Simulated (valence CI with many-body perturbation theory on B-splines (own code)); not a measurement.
**Sensitivity of CI+MBPT for Yb³⁹⁺**

Computed by valence CI with perturbative core correlation (CI+MBPT): three valence electrons over a frozen Dirac-Fock core [Ar] 3d10, radial functions for each j: 6 s, 6 p, 5 d, 3 f, 1 g, with the one-electron correlation potential Σ1 (screened to all orders), the two-electron term Σ2, the three-electron term Σ3, Breit, model QED; selected single and double excitations, second order for the rest, scaled by the run's own slope (own B-spline code, finite nucleus).

The last digits are not significant, and no measured levels were compared; by estimate large intervals hold to a few tenths of a per cent, small ones and those within an open d or f shell to about a per cent.

The reference run has the lowest level (4s^2 4p1/2) J=1/2 and an ionisation energy of 1846.94 eV. Its largest variational space holds 2824 state functions.

Levels are named by their leading jj configuration (3d3/2^4 stands for four electrons in 3d with j = 3/2), which in mixed levels can hold well under half, so a name can repeat and another be missing. Letters in brackets count levels of one name in rising energy.

| Level | Reference (cm⁻¹) | Shift (cm⁻¹) |
| --- | --- | --- |
| (4s^2 4p3/2) J=3/2 | 587806 | +14 |
| (4s 4p1/2^2) J=1/2 | 699124 | +20 |
| (4s 4p1/2 4p3/2) J=3/2 [a] | 1192450 | +48 |
| (4s 4p1/2 4p3/2) J=5/2 | 1253730 | +33 |
| (4s 4p1/2 4p3/2) J=3/2 [b] | 1341960 | +24 |
| (4s 4p1/2 4p3/2) J=1/2 | 1363640 | +24 |
| (4s^2 4d3/2) J=3/2 | 1765040 | +12 |
| (4s 4p3/2^2) J=5/2 | 1784660 | +48 |
| (4s^2 4d5/2) J=5/2 | 1928180 | +14 |
| (4s 4p3/2^2) J=1/2 | 1951750 | +27 |
| (4s 4p3/2^2) J=3/2 | 1982580 | +27 |
| (4p1/2^2 4p3/2) J=3/2 | 2047370 | +41 |

The ionisation energy moves by +0.0066 eV.

Problem. Which of these changes was made?
A. scale of Σ2 1 → 3
B. shift of the energy in Σ1 (hartree) 0 → 9.8; natural orbitals for correlation on → off
C. selection threshold (hartree) 2e-08 → 2e-07
D. correlating orbitals by l 3 3 3 2 1 → 6 4 5 2 2

Solution. D. correlating orbitals by l 3 3 3 2 1 → 6 4 5 2 2.
